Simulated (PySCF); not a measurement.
PySCF input for C4H7FO, SMILES C[C@@]1(F)CCO1, PBE/pcSseg-1. Coordinates come from a r2SCAN-D4/def2-SVP optimisation. The structure was generated by enumeration; whether it is a known compound was not checked.

```python
import numpy as np
from pyscf import gto, scf, dft
from pyscf.prop.nmr import rks as nmr

mol = gto.M(
    atom='''
    C     1.71097759   -0.50273486    0.17115206
    C     0.34810357    0.12264440    0.07001101
    F     0.45057264    1.43541146    0.50826342
    C    -0.49413705    0.04120575   -1.21209263
    C    -1.56044563   -0.55919216   -0.28582907
    O    -0.63483698   -0.55466568    0.82396310
    H     2.02721173   -0.48925370    1.22491392
    H     2.43839816    0.06641805   -0.42604662
    H     1.68242067   -1.54434656   -0.17770311
    H    -0.71456818    1.02086447   -1.65705603
    H    -0.09900769   -0.64433335   -1.97501376
    H    -1.89827304   -1.58139592   -0.52450610
    H    -2.43963045    0.07913050   -0.09011204
    ''',
    basis='pcSseg-1',
    charge=0,
    spin=0,
    max_memory=1600,
    verbose=3,
)
mf = dft.RKS(mol, xc='pbe')
mf.grids.level = 3
mf.conv_tol = 1e-10
mf.max_cycle = 100
mf.kernel()
n = nmr.NMR(mf)
n.verbose = 2
n.max_cycle_cphf = 60
sigma = n.kernel()
print('atom   isotropic/ppm   span/ppm')
for i, s in enumerate(sigma):
    w = np.linalg.eigvalsh((s + s.T) / 2)
    print(f'{mol.atom_symbol(i):2s}{i + 1:3d} {w.mean():14.3f} {w[2] - w[0]:11.3f}')
```

Log of the run:

```
converged SCF energy = -331.26857284694
atom   isotropic/ppm   span/ppm
C   1        152.909      46.391
C   2         53.099      45.864
F   3        247.414     135.993
C   4        143.881      49.300
C   5        112.460      81.618
O   6        206.437     169.983
H   7         29.536       7.602
H   8         29.828       8.387
H   9         29.912       8.066
H  10         28.580       6.753
H  11         28.559       5.018
H  12         26.839       6.517
H  13         26.487       7.337
```

The calculation finished and met its thresholds.

Cost: roughly 25 core-seconds.
